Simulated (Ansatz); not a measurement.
Basis sets compared for NbSe(OSiH3)3 (NbSi3SeO3H9). Total charge 0; singlet. Geometry PBE-D4/def2-SVP. Ansatz on 4 threads of Arm Neoverse V2 on a shared host; times are rough, and most runs start from earlier orbitals.

```xyz
17

Nb   -0.064   -0.013   -0.244
Se   -0.660   -0.195   -2.470
O     1.684    0.711   -0.156
Si    3.147    1.327   -0.750
H     3.135    1.272   -2.252
H     4.269    0.491   -0.204
H     3.292    2.746   -0.279
O    -0.112   -1.744    0.522
Si   -0.338   -3.424    0.550
H    -0.812   -3.884   -0.799
H    -1.359   -3.748    1.603
H     0.972   -4.074    0.895
O    -1.310    1.132    0.608
Si   -2.672    2.136    0.715
H    -3.299    2.269   -0.643
H    -2.231    3.479    1.223
H    -3.642    1.519    1.682
```

In the def2 sets Nb takes a core potential; there is no spin–orbit coupling.

Binding counts from free atoms (Nb sextet, Se triplet, O triplet, Si triplet, H doublet) in the same basis, without a counterpoise term.

| level | functions | energy (Eh) | HOMO (eV) | LUMO (eV) | binding per atom (eV) | wall time |
| --- | --- | --- | --- | --- | --- | --- |
| PBE-D4/def2-SVP | 204 | -3556.6607 | -5.84 | -2.44 | 3.85 | 3.5 s |
| PBE-D4/def2-TZVP (with forces) | 346 | -3557.5546 | -5.94 | -2.59 | 3.84 | 8 s |
| revPBE-D4/def2-TZVP | 346 | -3558.2053 | -5.88 | -2.52 | 3.75 | 7 s |
| PBE0-D4/def2-SVP | 204 | -3556.7766 | -6.95 | -1.76 | 3.73 | 6 s |
| PBE0-D4/def2-TZVP | 346 | -3557.6677 | -7.01 | -1.87 | 3.73 | 15 s |

**Question.** Estimate the rows for PBE-D4/def2-TZVPD, revPBE-D4/def2-TZVPD, PBE0-D4/def2-TZVPD.

**Answer.** 
```json
{"level": "PBE-D4/def2-TZVPD", "functions": "427", "energy (Eh)": "-3557.5580", "HOMO (eV)": "-5.96", "LUMO (eV)": "-2.61", "binding per atom (eV)": "3.83", "wall time": "12 s"}
{"level": "revPBE-D4/def2-TZVPD", "functions": "427", "energy (Eh)": "-3558.2089", "HOMO (eV)": "-5.90", "LUMO (eV)": "-2.54", "binding per atom (eV)": "3.74", "wall time": "12 s"}
{"level": "PBE0-D4/def2-TZVPD", "functions": "427", "energy (Eh)": "-3557.6710", "HOMO (eV)": "-7.01", "LUMO (eV)": "-1.88", "binding per atom (eV)": "3.73", "wall time": "24 s"}
```
